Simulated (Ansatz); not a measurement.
Isomers of BiTe2 (doublet), relaxed with B3LYP-D4/def2-SVP; total energies from Ansatz at PBE0-D4/def2-TZVP.

```json
{"isomer": "A", "description": "point group C2v; 2 × Bi–Te 2.87 Å; 1 × Te–Te 2.83 Å", "energy (Eh)": "-750.80047"}
{"isomer": "B", "description": "point group C2v; 2 × Bi–Te 2.75 Å", "energy (Eh)": "-750.78254"}
```

In the def2 sets Bi, Te take a core potential; there is no spin–orbit coupling.

The isomers come from a short search, and lower ones may exist.

**Question.** Work out the relative energies (1 Eh = 2625.5 kJ/mol) and the Boltzmann populations at 800 K from electronic energies alone (R = 8.314 J/mol/K).

**Answer.** ΔE: A 0.0, B 47.1 kJ/mol. RT = 6.65 kJ/mol. Factors exp(−ΔE/RT): A 1, B 0.000839; sum 1.001. Populations: A 99.9 %, B 0.1 %. Zero-point energy, vibrational entropy and symmetry numbers are left out and can shift these; an error of 4 kJ/mol changes a ratio by a factor of 1.8. Over the other density-functional and correlated levels in def2 sets, the gap between A and B ranges from 12 to 87 kJ/mol.
